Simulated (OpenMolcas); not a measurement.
5d along the 69-electron sequence

```json
{"Program": "OpenMolcas", "Method": "SS-RASPT2, IPEA 0.25 Eh, imaginary shift 0.1 Eh", "Basis": "ANO-RCC-VQZP", "Scalar Hamiltonian": "DKH2, point nucleus", "Spin-orbit coupling": "RASSI with atomic mean-field integrals over the reference wave functions, term energies averaged over their components"}
```

Active space for each ion: 7 electrons in 8 orbitals (RAS1 5p, at most 2 holes; RAS2 5d); closed shells correlated by CASPT2: 5s.

Computed levels in cm-1 above 2D 3/2:

```json
{"Level": "2D 5/2", "Ta4+": "7594", "W5+": "9479", "Re6+": "11646", "Os7+": "13974"}
{"Level": "weight of 2D in the lowest level (%)", "Ta4+": "100", "W5+": "100", "Re6+": "100", "Os7+": "100"}
```

Measured, with the error of the calculation in %. Measured levels: W5+ from the list in J. Phys. B 45, 035002 (2012).

```
 Level          W5+
2D 5/2  8709 (+8.8)
```

The fine-structure level 2D 5/2 changes by a factor of 1.84 from Ta4+ to Os7+. Its fourth root runs 9.34, 9.87, 10.39, 10.87, with steps per unit of Z of 0.53, 0.52, 0.48; equal steps would mean a (Z - σ)^4 law with constant σ.

Active for correlation alone: 5p; no level in the range computed is led by a configuration that opens it, so any true level of that kind is missing. Measured partners are found by configuration, term and J. A level has none where our copy of the source lacks it or the pairing is in doubt (some pairs that miss far off the trend of their configuration count as doubtful), and it then counts in no deviation. Levels of configurations outside the active space are missing.
